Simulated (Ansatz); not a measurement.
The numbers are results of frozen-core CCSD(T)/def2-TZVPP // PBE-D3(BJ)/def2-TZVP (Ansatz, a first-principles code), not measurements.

Ansatz 0.2 input:
```yaml
crystal:
  periodic: [false, false, false]
  atoms:
    - { symbol: O, position_ang: [-1.623451, -0.879881, -0.066902] }
    - { symbol: Sn, position_ang: [0.036296, -0.012481, 0.588319] }
    - { symbol: O, position_ang: [1.559739, -0.95518, -0.264252] }
    - { symbol: O, position_ang: [0.037472, 1.843301, -0.113636] }
    - { symbol: H, position_ang: [-1.397049, -1.522933, -0.762142] }
    - { symbol: H, position_ang: [0.140444, -0.047754, 2.291635] }
    - { symbol: H, position_ang: [1.954533, -0.379119, -0.94281] }
    - { symbol: H, position_ang: [-0.707985, 1.954045, -0.730213] }
basis:
  gaussian: { orbitals: def2-TZVPP }
correlation:
  method: ccsd_t
```

Output:

```
Functional definition: HF
1391 factors; integrals over basis functions are off by at most 1.4e-3 eV
mean field evaluation 1: about -11977.2920 eV, gradient 6.2e1 eV
mean field evaluation 2: about -11977.4644 eV, gradient 6.3e1 eV
mean field evaluation 4: about -11984.3146 eV, gradient 2.9e0 eV
mean field evaluation 8: about -11984.3763 eV, gradient 2.0e-1 eV
mean field evaluation 16: about -11977.2920 eV, gradient 6.2e1 eV
mean field -11984.37647612 eV, -440.4177121954 hartree, gradient 1.7e-6 eV, S^2 0.000000; 0 other end points of the search recorded, 0 dependent functions left out
7 core orbitals not correlated
reference -11984.37647612 eV, -440.4177121954 hartree; 18, 18 occupied and 174, 174 virtual orbitals, 1391 factors
second order -28.92868828 eV of doubles, -0.00000000 eV of singles
cycle   1  -28.05096794 eV  change    8.8e-1 eV  update   1.3e-1
cycle   2  -28.74146948 eV  change   -6.9e-1 eV  update   4.0e-2
cycle   3  -28.91273539 eV  change   -1.7e-1 eV  update   2.1e-2
cycle   4  -28.89326866 eV  change    1.9e-2 eV  update   5.3e-3
cycle   5  -28.88930913 eV  change    4.0e-3 eV  update   2.3e-3
cycle   6  -28.89083087 eV  change   -1.5e-3 eV  update   7.7e-4
cycle   7  -28.89061034 eV  change    2.2e-4 eV  update   2.8e-4
cycle   8  -28.89046061 eV  change    1.5e-4 eV  update   7.7e-5
cycle   9  -28.89047969 eV  change   -1.9e-5 eV  update   2.6e-5
perturbative correction -1.01200846 eV, -0.0371906249 hartree
Total energy: -12014.27896427 eV, -441.5166083663 hartree
```

Cost: very roughly 6 core-minutes.
